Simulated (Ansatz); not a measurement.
Two isomers of CH6O2SSi: A = `CS[SiH](O)O`, B = `O[SiH2]OCS`.

Isolated molecules relaxed with PBE0-D4/def2-TZVP in Ansatz; ΔE leaves out vibrations. CCSD(T)/CBS is the MP2 limit (def2-TZVPP, def2-QZVPP) plus CCSD(T) − MP2 in def2-TZVPP, frozen cores. Functionals use def2-TZVPP. B3LYP here is the variant with VWN-RPA as its local correlation; programs differ in this. Each species was taken in one conformer, which may not be the lowest.

A:

```xyz
11

C     1.427    1.311    0.237
S     0.281    0.356    1.277
Si   -0.879   -0.542   -0.260
O    -2.154   -1.262    0.475
O    -0.083   -1.666   -1.135
H     2.014    1.938    0.905
H     2.095    0.649   -0.313
H     0.882    1.949   -0.459
H    -1.259    0.484   -1.256
H    -2.580   -0.788    1.191
H     0.256   -2.429   -0.663
```

B:

Z-matrix (Å, degrees):
```
Si
O 1 1.655
O 1 1.635 2 113.5
H 1 1.489 2 106.7 3 -122.7
H 1 1.474 2 106.1 3 116.5
C 2 1.389 1 123.0 3 82.8
H 3 0.961 1 114.9 2 -59.9
S 6 1.822 2 114.9 1 -58.3
H 6 1.090 2 108.5 1 179.8
H 6 1.096 2 112.0 1 59.8
H 8 1.343 6 96.2 2 -66.7
```

**Question.** Which isomer does CCSD(T)/CBS put lower? Give the gap. (Estimate.)

**Answer.** Computed: A, by 148.3 kJ/mol.

**Question.** Give E(B) − E(A) in kJ/mol with B2PLYP, PBE0-D4, ωB97M-V, r2SCAN-D4, B3LYP, B3LYP-D4, CCSD(T)/def2-TZVPP. (Best estimate.)

**Answer.** Computed: B2PLYP 143.3, PBE0-D4 147.0, ωB97M-V 143.9, r2SCAN-D4 147.7, B3LYP 139.5, B3LYP-D4 139.1, CCSD(T)/def2-TZVPP 141.9. None reverses the order clearly.

Largest T1 diagnostic: 0.012.

From PBE to PBE0 (25 % exact exchange), in def2-TZVPP and without D4, E(B) − E(A) moves by +4.3 kJ/mol.
